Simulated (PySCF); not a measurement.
Unrelated species, one level of theory. Computed, not measured: PySCF 2.14.0, density-fitted response routines, TDDFT PBE0/def2-SVPD, vertical, gas phase, core orbitals frozen in the response. Geometries: GFN2-xTB; one conformer of each isolated species. Triplets are in the Tamm–Dancoff approximation.

**Question.** Rank by computed S1–T1 gap, lowest first.
A. `O=CO[C@@H]1OC[C@@H]1C=O`
B. `CC#Cc1ccc(C#N)s1`
C. `[C@@H]1(C[C@@H](COC1)Cl)F`
D. `C=C(C(=O)O)C(=O)OC`

**Answer.** C (0.40 eV), A (0.65 eV), D (0.96 eV), B (1.54 eV).

| SMILES | S1−T1 (eV) | S1 (eV) | T1 (eV) | S1 mainly | T1 mainly | f(S1) |
| --- | --- | --- | --- | --- | --- | --- |
| F[C@@H]1COC[C@@H](Cl)C1 | 0.40 | 6.86 | 6.47 | H→L (93%) | H→L (73%) | 0.008 |
| O=CO[C@@H]1OC[C@@H]1C=O | 0.65 | 4.35 | 3.69 | H→L (97%) | H→L (96%) | 0.000 |
| C=C(C(=O)O)C(=O)OC | 0.96 | 4.52 | 3.56 | H→L (88%) | H→L (60%) | 0.006 |
| CC#Cc1ccc(C#N)s1 | 1.54 | 4.24 | 2.70 | H→L (96%) | H→L (95%) | 0.473 |

H and L stand for HOMO and LUMO. Singlets come from full response and triplets from the Tamm–Dancoff approximation.
